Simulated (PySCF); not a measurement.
Rows and methods have been separated. Pair them.

C4H5BCl2.
Cartesian coordinates in Å at the PBE0-D3(BJ)/def2-SVP level; atoms count from 1:
```xyz
12
C4H5BCl2 angstrom
C     -1.5990    0.1914    0.8968
C     -0.3766   -0.6183    0.8721
C      0.3331   -1.6506    0.5809
C      1.0969   -0.5327    1.2867
B      2.0542    0.3859    0.5026
Cl     3.4224    1.1546    1.2903
Cl     1.7887    0.7145   -1.2065
H     -2.4396   -0.3370    0.4255
H     -1.8731    0.4474    1.9326
H     -1.4299    1.1401    0.3624
H      0.4720   -2.6344    0.1435
H      1.3299   -0.6699    2.3558
```

The closed-shell ground state was solved 4 times with PySCF (density fitting, gas phase), always with PBE0, in these basis sets: 6-31G, IGLO-III, STO-3G and pcSseg-0.

```tsv
row	total energy (Eh)	HOMO (eV)	LUMO (eV)	dipole (D)
P	-1100.2537	-7.24	-1.11	2.66
Q	-1100.0432	-7.29	-1.08	3.28
R	-1098.7094	-7.62	-1.27	3.09
S	-1088.0087	-5.88	1.01	3.09
```

Q: Which basis belongs to which row?

A: P = IGLO-III, Q = 6-31G, R = pcSseg-0, S = STO-3G. From the lowest total energy up: IGLO-III (313 functions) 0 eV; 6-31G (81 functions) +5.73 eV; pcSseg-0 (81 functions) +42.02 eV; STO-3G (48 functions) +333.20 eV.

One conformer stands for the species.
